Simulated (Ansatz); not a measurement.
Mulliken charges of AlFH4OSi (`[OH][Al]([F])[SiH3]`) from ωB97M-V/def2-TZVPP in Ansatz (PBE0-D4/def2-TZVP geometry).

```tsv
atom	x (Å)	y (Å)	z (Å)	charge (e)
O1	1.567	1.469	-0.514	-0.388
Al2	0.881	0.245	0.422	0.693
F3	1.680	-0.296	1.763	-0.349
Si4	-1.265	-0.694	-0.234	-0.076
H5	2.406	1.894	-0.339	0.166
H6	-2.275	0.387	-0.394	-0.015
H7	-1.138	-1.401	-1.538	-0.016
H8	-1.764	-1.662	0.778	-0.014
```

Task: By hand: the dipole of these point charges (1 e Å = 4.8032 D).

Result: Σ q r = (-0.011, 0.110, -0.142) e Å, of length 0.180 e Å = 0.86 D.

Task: How does the dipole of the full density compare? (Estimate.)

Result: Computed: (0.071, 0.113, -0.077) e Å, 0.74 D; the point charges give 1.16 times that, at 35° from its direction.

Point charges leave out the atoms' own dipoles, such as those of lone pairs, and Mulliken's split depends on the basis, so the two needn't agree.
